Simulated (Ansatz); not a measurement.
Geometry optimisation, RKS PBE/def2-SVP (Ansatz 0.2.0).

Input file:

```yaml
crystal:
  periodic: [false, false, false]
  atoms:
    - { symbol: Ge, position_ang: [0.0, 0.0, 0.0] }
    - { symbol: Cl, position_ang: [0.0, 0.0, 2.22] }
    - { symbol: H, position_ang: [1.4616, 0.0, -0.5162] }
    - { symbol: H, position_ang: [-0.73, 1.2648, -0.5162] }
    - { symbol: H, position_ang: [-0.73, -1.2648, -0.5162] }
basis:
  gaussian: { orbitals: def2-SVP }
hamiltonian:
  xc: pbe
relax:
  f_tol: 0.02
  max_steps: 40
output:
  orbitals: {}
```

Launched with:

```bash
$ ansatz run input.yaml --threads 1 --pin off --max-ram 2048MiB --backend cpu --events-out ev --progress --plain --runs-dir out
```

Where does it end, and by what steps?

The run converged. After 4 steps the energy has fallen by 0.025 eV; Cl2 moved furthest, 0.06 Å.

```csv
step,energy less start (eV),largest force component (eV/Å),accepted
0,0.0000,0.639,yes
1,-0.0161,0.197,yes
2,-0.0243,0.070,yes
3,-0.0246,0.021,yes
4,-0.0246,0.001,yes
```

```xyz
5
Properties=species:S:1:pos:R:3
Ge 0.000 0.000 -0.022
Cl 0.000 0.000 2.159
H 1.476 0.000 -0.489
H -0.737 1.278 -0.489
H -0.737 -1.278 -0.489
```

Whether the end is a true minimum wasn't checked by a vibrational analysis.

Run time: 8.1 s on 1 thread of Arm Neoverse V1, on a shared host, peak memory 0.11 GiB.
